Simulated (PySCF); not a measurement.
# Stretching CsSn⁺

Set-up: Cs def2-SVPD with ECP46, Sn def2-SVPD with ECP28; scalar-relativistic core potentials (PySCF 2.14). Energies in eV from Cs⁺ + Sn in their ground configurations at the same level. All curves are PBE0. state 1: ³Π (triplet), unpaired electrons σ ↑, π ↑; state 2: Ms = 0 determinant of mixed spin (⟨S²⟩ near 1.0), unpaired electrons σ ↑, π ↓, a second solution, started from another occupation; state 3: triplet, unpaired electrons π ↑↑, a second solution, started from another occupation; state 4: Ms = 0 determinant of mixed spin (⟨S²⟩ near 1.0), unpaired electrons π ↑↓, a second solution, started from another occupation.

```
R (Å)  state 1  state 2  state 3  state 4
3.693  -0.1540   0.1379   0.1402   0.4317
3.865  -0.2206   0.0680   0.1129   0.4052
4.036  -0.2544   0.0316   0.0962   0.3892
4.165  -0.2652   0.0194   0.0877   0.3812
4.294  -0.2675   0.0159   0.0814   0.3752
4.423  -0.2638   0.0189   0.0764   0.3705
4.595  -0.2528   0.0292   0.0711   0.3656
4.809  -0.2336   0.0483   0.0657   0.3605
5.067  -0.2073   0.0751   0.0603   0.3555
5.410  -0.1724   0.1112   0.0540   0.3497
```

Put a parabola through the three lowest points of the state 1 curve and estimate Re, k and ωe (reduced mass 63.03 u; 1 eV/Å² = 0.16022 mdyn/Å; ωe = 1302.8·√(k/μ) cm⁻¹).

Through R = 4.165, 4.294, 4.423 Å the second-order coefficient is 0.180 eV/Å², so Re ≈ 4.279 Å, k ≈ 0.0578 mdyn/Å and ωe ≈ 39 cm⁻¹. A polynomial fit of higher order to the unrounded PBE0 energies gives Re = 4.272 Å, k = 0.0608 mdyn/Å, ωe = 40.5 cm⁻¹; anharmonicity and rounding make the difference.

The higher-order fit for each curve: state 1: Re = 4.272 Å, ωe = 40.5 cm⁻¹, De = 0.268 eV; state 2: Re = 4.291 Å, ωe = 40.4 cm⁻¹, minimum 0.016 eV above the ground-state fragments. State 3 gave no clean fit. State 4 gave no clean fit.

Closed-shell solutions of metal pairs were not tested for spin polarisation, which can lower them a little. The bond is weak. Basis-set superposition, not corrected here, can be much of De in a small basis, most of all at correlated wavefunction levels. Spin–orbit coupling is left out, which matters for elements this heavy, above all for dissociation energies. For an ion De counts to the pair picked by the measured ionisation energies or electron affinities, which need not be the lowest pair at this level. The state is the lowest determinant that a PBE0 search found; another state may lie lower at other levels.
